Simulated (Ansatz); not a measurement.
`[SiH3][BH][GeH2][Cl]` → `[SiH3]BCl` + `[GeH2]`  (germylene formation by 1,1-elimination)

Gas-phase electronic energies from Ansatz, PBE0-D4/def2-TZVP geometries. CBS: MP2 limit from def2 TZ/QZ plus the TZ coupled-cluster correction, frozen cores. This one scheme is used for every species. DFT in def2-TZVPP. HSE06 is defined as in plane-wave codes. For Ge outer-core shells are correlated without core-valence functions, which leaves a few kJ/mol of doubt a bond. Scalar relativity is left out up to krypton. One conformer a species, not always the lowest.

`[SiH3][BH][GeH2][Cl]`:

```xyz
10

Si    0.980   -0.409   -1.505
B     0.546    0.533    0.213
Ge   -1.191    0.149    1.233
Cl   -1.246    1.140    3.162
H     1.611    0.500   -2.500
H    -0.190   -1.078   -2.135
H     1.972   -1.462   -1.131
H     1.328    1.308    0.675
H    -1.393   -1.348    1.528
H    -2.419    0.666    0.459
```

`[SiH3]BCl`:

Cartesian coordinates in Å:
```
Si 0.427 -0.154 -0.738
B -0.494 0.303 0.996
Cl -1.780 -0.681 1.630
H 0.258 0.983 -1.687
H -0.098 -1.394 -1.366
H 1.887 -0.315 -0.483
H -0.200 1.258 1.650
```

`[GeH2]`:

Cartesian coordinates in Å:
```
Ge 0.418 0.419 0.457
H 0.216 -1.148 0.244
H -0.634 0.730 -0.701
```

```json
{"level": "BHLYP-D4", "ΔE (kJ/mol)": "142.4"}
{"level": "PBE-QIDH", "ΔE (kJ/mol)": "161.4"}
{"level": "HSE06", "ΔE (kJ/mol)": "145.7"}
{"level": "HF/def2-QZVPP", "ΔE (kJ/mol)": "123.8"}
```

(1) What does CCSD(T)/CBS give? (Estimate.)

Largest T1 diagnostic among the species: 0.014.

## Answers

(1) Computed: +144.9 kJ/mol. The listed levels differ from it by -2.5, 16.5, 0.8, -21.1 kJ/mol.

Leaving LDA and LC-ωPBE aside and taking each functional with its dispersion term where it has one, the values, not all of them listed here, spread over 45.7 kJ/mol, from BLYP-D4 to PBE-QIDH. LDA lies +34.1 kJ/mol from PBE without D4. At CCSD(T), def2-SVP lies −26.9 kJ/mol from the extrapolated value and def2-TZVPP +1.9 kJ/mol.
